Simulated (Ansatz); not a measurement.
Cost and result for the atomization energy of C2H6AlFO (`CC(F)[O][AlH2]`) (11 atoms, 10 bonds).

```xyz
11

C     0.519    0.976   -1.207
C    -0.072   -0.325   -0.734
F     0.972   -1.223   -0.513
O    -0.797   -0.180    0.409
Al   -0.648   -0.667    2.031
H    -0.280    1.693   -1.399
H     1.181    1.379   -0.438
H     1.089    0.822   -2.124
H    -0.698   -0.791   -1.506
H     0.620   -1.434    2.568
H    -1.886   -0.250    2.914
```

Total charge 0; spin multiplicity 1. All single points use the PBE0-D4/def2-TZVP geometry. It is one conformer, not always the lowest. Program: Ansatz. All runs use 4 threads of an Arm Neoverse V2 on a shared host. Times are those of one run each, without the atoms' runs, and a repeat can differ threefold. Electronic energies, without spin–orbit coupling; frozen cores. CCSD(T)/CBS adds CCSD(T) − MP2 in def2-TZVPP to the MP2 limit, and its time is that of the two runs behind it. T1 = 0.012. HSE06 is the plane-wave form, built on full-range PBE exchange.

CCSD(T)/CBS is a level of theory with its own doubt, some kJ/mol a heavy atom from the limit and from the frozen cores, so smaller differences don't rank the functionals.

```
                           level  functions  wall time
          LDA (SPW92)/def2-TZVPP        250        1 s
            revPBE-D4/def2-TZVPP        250      1.6 s
 PBE-D4/def2-TZVPP (with forces)        250        2 s
             BHLYP-D4/def2-TZVPP        250      2.3 s
             HSE06-D4/def2-TZVPP        250      2.5 s
         CAM-B3LYP-D4/def2-TZVPP        250      2.6 s
           r2SCANh-D4/def2-TZVPP        250        4 s
                CCSD(T)/def2-SVP        104        4 s
               B2PLYP/def2-TZVPP        250      4.2 s
ωB97M-V/def2-TZVPP (with forces)        250        9 s
                  MP2/def2-QZVPP        478       18 s
              CCSD(T)/def2-TZVPP        250    2.1 min
               CCSD(T)/CBS(def2)          –    2.4 min
```

Question: What atomization energy does each give, and how far from CCSD(T)/CBS? (Best estimate.)

Answer: Computed: 
```
                           level  atomization (kcal/mol)  difference from CCSD(T)/CBS  per bond
          LDA (SPW92)/def2-TZVPP                  1104.2                        138.8      13.9
            revPBE-D4/def2-TZVPP                   953.7                        -11.7      -1.2
 PBE-D4/def2-TZVPP (with forces)                   978.6                         13.2       1.3
             BHLYP-D4/def2-TZVPP                   933.5                        -31.9      -3.2
             HSE06-D4/def2-TZVPP                   960.9                         -4.5      -0.4
         CAM-B3LYP-D4/def2-TZVPP                   970.3                          4.9       0.5
           r2SCANh-D4/def2-TZVPP                   960.0                         -5.4      -0.5
                CCSD(T)/def2-SVP                   919.3                        -46.1      -4.6
               B2PLYP/def2-TZVPP                   953.9                        -11.5      -1.1
ωB97M-V/def2-TZVPP (with forces)                   966.8                          1.4       0.1
                  MP2/def2-QZVPP                   973.0                          7.6       0.8
              CCSD(T)/def2-TZVPP                   941.3                        -24.1      -2.4
               CCSD(T)/CBS(def2)                   965.4                          0.0       0.0
```

From BLYP to BHLYP (50 % exact exchange), in def2-TZVPP and without D4, the atomization energy moves by −22.9 kcal/mol: exact exchange takes away binding that semilocal exchange gives to molecules. In def2-TZVPP, CCSD(T) changes the Hartree–Fock value by +233.7 kcal/mol (the triples alone add +13.1 kcal/mol) and MP2 by +251.1 kcal/mol; breaking electron pairs costs correlation energy, which Hartree–Fock lacks. At CCSD(T), def2-SVP lies −46.1 kcal/mol from the extrapolated value and def2-TZVPP −24.1 kcal/mol: correlation converges slowly with the basis, and small sets miss more of it in the bonded molecule than in its fragments.
